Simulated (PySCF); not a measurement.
A calculated (UHF, PySCF 2.14, aug-cc-pVDZ-DK, the spin-free X2C one-electron Hamiltonian (Gaussian nucleus)) atom or ion has these occupied shells.

```tsv
shell	electrons	orbital energy (eV)	rms radius, mean of both spins (bohr)
1s α	1	-583.29	0.230
1s β	1	-579.57	0.230
2s α	1	-56.484	1.20
2s β	1	-41.854	1.20
2p α	3	-36.157	1.22
```

(1) Name the element and its charge.

Answers

(1) O+ (oxygen, charge +1), in [He] 2s2 2p3, high-spin 4S determinant.
